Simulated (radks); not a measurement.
Results of a calculation; reference values are marked as such.
These are the eigenvalues of the occupied orbitals of an atom or ion with whole-number occupations (hartree). Code: a radial shooting solver on a logarithmic mesh with Libxc functionals. Model: scalar-relativistic Kohn-Sham, PBE, spin-unpolarised, spherical densities, finite nucleus; Fermi nuclear charge, rms radius of each element as measured or else 0.836 A^(1/3) + 0.57 fm.

| orbital | eigenvalue |
|---|---|
| 1s | -2553.402 |
| 2s | -441.0846 |
| 2p | -385.8935 |
| 3s | -101.9087 |
| 3p | -85.55651 |
| 3d | -66.72259 |
| 4s | -21.35543 |
| 4p | -15.98985 |
| 4d | -9.18150 |
| 5s | -3.32350 |
| 5p | -2.00779 |
| 4f | -1.63932 |
| 5d | -0.56177 |
| 6d | -0.14263 |

Which element is it, and in what charge state? The configuration may be excited.

Answer. Z = 74, tungsten, charge +1: W+ in [Xe] 4f14 5d4 6d1. The list shows which subshells hold electrons but not how many an open one holds; the 1s level, -2553.4 hartree, gives Z - s = 71.5 by -(Z - s)^2/2, which with screening and relativity narrows Z to a few neighbours, and the depths of the outer levels then fix element, charge and occupations together.
